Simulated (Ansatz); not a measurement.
The first iterations of a band of CH$_{3}$F$_{2}$NTe (8 atoms, charge 0, multiplicity 1).

Computed with RKS PBE0-D4/def2-SVP in Ansatz.

```
movable images  : 7
climbing image  : yes
spring          : 5.0 eV/Å²
optimiser       : quadratic models (default)
start path      : IDPP
force threshold : 0.05 eV/Å
iteration limit : 60
end points      : relaxed
```

Image 0:

```xyz
8
Properties=species:S:1:pos:R:3
N -0.027 1.245 -0.305
C 0.280 -0.111 -0.182
F 1.032 -0.476 -1.233
F 1.023 -0.419 0.919
Te -1.598 -1.247 -0.097
H -0.533 1.598 0.501
H 0.812 1.798 -0.477
H -0.897 -2.445 0.819
```

Image 8:

```xyz
8
Properties=species:S:1:pos:R:3
N -0.021 1.264 -0.209
C 0.307 -0.043 0.157
F 0.904 -0.768 -0.832
F 1.201 0.002 1.156
Te -1.537 -1.071 0.764
H -0.640 1.289 -1.014
H 0.816 1.822 -0.377
H -0.937 -2.551 0.299
```

| iteration | highest image above the first end (eV) | largest band force component (eV/Å) |
| --- | --- | --- |
| 1 | 0.306 | 1.275 |
| 2 | 0.215 | 0.291 |

Q: Does the band converge within its limit, and where does its top end?

A: It converged. It ended after 8 iterations with the highest image 0.206 eV above the first end. A vibrational analysis at the climbing image gives 2 clearly imaginary modes (522i, 187i cm⁻¹): a point of higher order, so a lower path passes nearby.

Time of the run: 2.1 min on 2 threads of Intel(R) Xeon(R) Platinum 8488C (Sapphire Rapids) (shared host), peak memory 0.24 GiB.
